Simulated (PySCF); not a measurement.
C₄H₁₀Si₂, SMILES C[Si@H]1C=CC[SiH2]1.

The structure is a stationary point at PBE0-D3(BJ)/def2-SVP. The structure was generated by enumeration; whether it is a known compound was not checked. The values are those of a single conformer.

Two levels are set side by side: TDA-PBE/def2-SVPD (PySCF) and TDA-M06-2X/def2-SVPD (PySCF). Vertical, same geometry. The lowest singlet is HOMO→LUMO 94 % with PBE and HOMO→LUMO 84 % with the other functional; states are paired by order. Differences are taken from unrounded values.

```
quantity                              TDA-M06-2X  TDA-PBE  TDA-PBE minus TDA-M06-2X
------------------------------------  ----------  -------  ------------------------
lowest singlet excitation (eV)              5.90     5.09                     -0.81
lowest triplet excitation (TDA) (eV)        4.52     4.23                     -0.29
```

Functionals without exact exchange tend to place singlet excitations lower, as here. Differences between two approximate levels are no errors against the true value.

Rough cost on one machine, each run with all the roots and properties that it gave: TDA-M06-2X against TDA-PBE about 9 times.
